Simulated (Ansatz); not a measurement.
System: sum formula AlOF (charge 0, singlet). 
Structure (B3LYP-D3(BJ)/def2-TZVP (Ansatz, a first-principles code) minimum search):
SMILES: [O]=[Al][F]
```xyz
3

Al     0.0000     0.0000    -0.0650
O      0.0000     0.0000    -1.6623
F      0.0000     0.0000     1.5714
```
Charge 0, spin multiplicity 1.

Atomisation energy built up term by term with Ansatz (kcal/mol; UHF references for open shells; valence terms freeze the core; atomic spin-orbit terms are left out). Basis-set limits of correlation are two-point, X^-3; Hartree-Fock from the larger set.

```json
[
 {"term": "Hartree-Fock", "basis": "aug-cc-pV(Q+d)Z", "kcal/mol": "153.26"},
 {"term": "CCSD correlation", "basis": "CBS(aug-cc-pV(T+d)Z,aug-cc-pV(Q+d)Z)", "kcal/mol": "100.49"},
 {"term": "(T)", "basis": "CBS(aug-cc-pV(T+d)Z,aug-cc-pV(Q+d)Z)", "kcal/mol": "11.14"},
 {"term": "core correlation", "basis": "cc-pwCVTZ", "kcal/mol": "-0.44"},
 {"term": "scalar relativity (X2C)", "basis": "cc-pVTZ-DK against cc-pVTZ", "kcal/mol": "-0.81"},
 {"term": "sum: De", "basis": "", "kcal/mol": "263.6"}
]
```

(T) makes 4.2 % of the CCSD(T) atomisation energy; under 5 % is typical of single-reference molecules.
